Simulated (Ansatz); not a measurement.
Start from `C[O][Ge]([CH3])([NH2])[F]` and change one atom or group to get `C[O][Ge]([CH3])([NH2])[Cl]`.

Ansatz, PBE0-D4/def2-TZVP geometries, multiplicity 1. Each molecule was computed in one conformer, which needn't be the lowest.

Scalar relativity is left out up to krypton.

```csv
property,`C[O][Ge]([CH3])([NH2])[F]`
HOMO energy (ωB97M-V/def2-TZVPP) / eV,-10.21
size of the dipole moment (B3LYP/def2-TZVPP) / D,1.43
LUMO energy (B3LYP/def2-TZVPP) / eV,0.12
HOMO energy (PBE/def2-TZVPP) / eV,-6.22
size of the dipole moment (ωB97M-V/def2-TZVPP) / D,1.42
HOMO–LUMO gap (PBE0/def2-TZVPP) / eV,8.28
```

Task: What does the change do to each property? (Best estimate.)

Result: Computed: 
| property | `C[O][Ge]([CH3])([NH2])[Cl]` | shift |
| --- | --- | --- |
| HOMO energy (ωB97M-V/def2-TZVPP) / eV | -10.17 | 0.04 |
| size of the dipole moment (B3LYP/def2-TZVPP) / D | 1.41 | -0.02 |
| LUMO energy (B3LYP/def2-TZVPP) / eV | 0.02 | -0.10 |
| HOMO energy (PBE/def2-TZVPP) / eV | -6.28 | -0.06 |
| size of the dipole moment (ωB97M-V/def2-TZVPP) / D | 1.40 | -0.02 |
| HOMO–LUMO gap (PBE0/def2-TZVPP) / eV | 8.17 | -0.11 |

Dipoles are sizes alone; their direction can turn.

B3LYP here is the variant with VWN-RPA as its local correlation; programs differ in this.
